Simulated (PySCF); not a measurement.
Working with the constants of BeZn⁺

ROHF-CCSD(T) constants of BeZn⁺, ²Σ⁺ (doublet), unpaired electrons σ ↑ (Be jorge-DZP-DKH, Zn jorge-DZP-DKH; spin-free X2C with a Gaussian nucleus (PySCF 2.14); masses 9.0122 and 63.9291 u):

| Quantity | Value |
| --- | --- |
| ωe | 387.5 cm⁻¹ |
| ωexe | 2.58 cm⁻¹ |
| Be | 0.38559 cm⁻¹ |
| αe | 0.00383 cm⁻¹ |
| D (centrifugal) | 1.53e-06 cm⁻¹ |
| De to Be⁺ + Zn | 2.05 eV |

(1) Give the vibrational terms G(v) and spacings up to v = 6.

(2) How well does the Morse estimate ωe²/(4ωexe) reproduce De, and what is D0?

Correlated steps freeze 5 core orbitals. Correlated levels converge slowly with the basis: in double zeta they bind strong bonds too weakly, by up to about 1 eV, and carry superposition errors of some tenths. For an ion De counts to the pair picked by the measured ionisation energies or electron affinities, which need not be the lowest pair at this level. The state is the lowest determinant that a PBE0 search found; another state may lie lower at other levels.

Answers

(1) G(v) = ωe(v+½) − ωexe(v+½)².

| v | G(v) (cm⁻¹) | G(v) − G(v−1) | Bv (cm⁻¹) |
| --- | --- | --- | --- |
| 0 | 193.1 |  | 0.3837 |
| 1 | 575.4 | 382.3 | 0.3798 |
| 2 | 952.6 | 377.2 | 0.3760 |
| 3 | 1324.6 | 372.0 | 0.3722 |
| 4 | 1691.5 | 366.9 | 0.3684 |
| 5 | 2053.2 | 361.7 | 0.3645 |
| 6 | 2409.7 | 356.5 | 0.3607 |

(2) It gives 1.80 eV, 88 % of the computed De. D0 = De − G(0) = 2.05 − 0.02 = 2.03 eV.
